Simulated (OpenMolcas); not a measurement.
Computed transition rates of S+

* Program: OpenMolcas
* Method: CASSCF
* Basis: ANO-RCC-VTZP [5s4p2d1f]
* Scalar Hamiltonian: DKH2, point nucleus
* Active space: 3 electrons in 3 orbitals (3p)
* State averaging: 2S+1 = 4 odd, 1 root; 2S+1 = 2 odd, 8 roots
* Spin-orbit coupling: RASSI with atomic mean-field integrals over the reference wave functions, term energies averaged over their components

Rates come from the transition moments of the reference wave functions (E1 and E2 in the length form). At fixed line strength A goes as λ^-3 for E1 and M1 and as λ^-5 for E2, so a rate at the computed wavelength can be rescaled to the measured one. Measured vacuum wavelengths follow from level energies in NIST Handbook of Basic Atomic Spectroscopic Data. Branching counts decays inside the model space alone, at computed energies, and the table is only a selection of the E2 and M1 lines, drawn from those between levels with measured partners whose computed energy lies within a factor of 1.5 of the measured one.

| Upper | Lower | Type | λ computed (nm) | λ measured (nm) | A computed (s-1) | A rescaled (s-1) | Branching % |
| --- | --- | --- | --- | --- | --- | --- | --- |
| 3s2 3p3 2P* 1/2 | 3s2 3p3 2D* 5/2 | E2 | 789.1 | 1037 | 3.22e-01 | 8.22e-02 | 33.3 |
| 3s2 3p3 2P* 1/2 | 3s2 3p3 2D* 3/2 | E2 | 787.9 | 1034 | 4.86e-01 | 1.25e-01 | 50.3 |
| 3s2 3p3 2P* 1/2 | 3s2 3p3 2D* 3/2 | M1 | 787.9 | 1034 | 5.19e-02 |  | 5.4 |
| 3s2 3p3 2P* 3/2 | 3s2 3p3 2D* 5/2 | E2 | 787.6 | 1032 | 5.68e-01 | 1.47e-01 | 47.0 |
| 3s2 3p3 2P* 3/2 | 3s2 3p3 2D* 5/2 | M1 | 787.6 | 1032 | 4.68e-02 |  | 3.9 |
| 3s2 3p3 2P* 3/2 | 3s2 3p3 2D* 3/2 | E2 | 786.5 | 1029 | 2.44e-01 | 6.37e-02 | 20.2 |
| 3s2 3p3 2P* 3/2 | 3s2 3p3 2D* 3/2 | M1 | 786.5 | 1029 | 8.35e-02 |  | 6.9 |
| 3s2 3p3 2D* 3/2 | 3s2 3p3 4S* 3/2 | M1 | 520.3 | 673.3 | 3.92e-04 |  | 52.7 |
| 3s2 3p3 2D* 3/2 | 3s2 3p3 4S* 3/2 | E2 | 520.3 | 673.3 | 3.52e-04 |  | 47.3 |
| 3s2 3p3 2D* 5/2 | 3s2 3p3 4S* 3/2 | E2 | 519.8 | 671.8 | 5.50e-04 |  | 98.4 |
| 3s2 3p3 2P* 1/2 | 3s2 3p3 4S* 3/2 | M1 | 313.4 | 407.8 | 1.07e-01 |  | 11.1 |
| 3s2 3p3 2P* 3/2 | 3s2 3p3 4S* 3/2 | M1 | 313.1 | 407 | 2.66e-01 |  | 22.0 |

Spin-changing lines and M1 lines between different terms are not rescaled, since their strength hangs on the term gaps too.

The largest correction is for 3s2 3p3 2P* 1/2 → 3s2 3p3 2D* 5/2 (E2): 3.22e-01 × (789.1 / 1037)^5 = 8.22e-02 s-1, a factor of 0.26.

No measured rate stands beside these. Rescaling mends the energy factor alone: line strengths can still be far off where a level mixes with configurations outside the active space, and weak or spin-changing lines hang on small mixing coefficients that depend on the term gaps too, so rescaling need not improve them.

Without dynamic correlation excited terms often stand tens of per cent too high (terms of higher spin than the ground term too low), and those without a measured partner can miss by more than the paired ones. With the s shell closed, the reference lacks s² → p² mixing. Computed and measured levels are paired by configuration, term and J; levels that our copy of the source lacks, or whose pairing is in doubt (as where it misses far off the trend of its configuration), stay unpaired. Levels of configurations outside the active space are missing.

* marks odd parity.
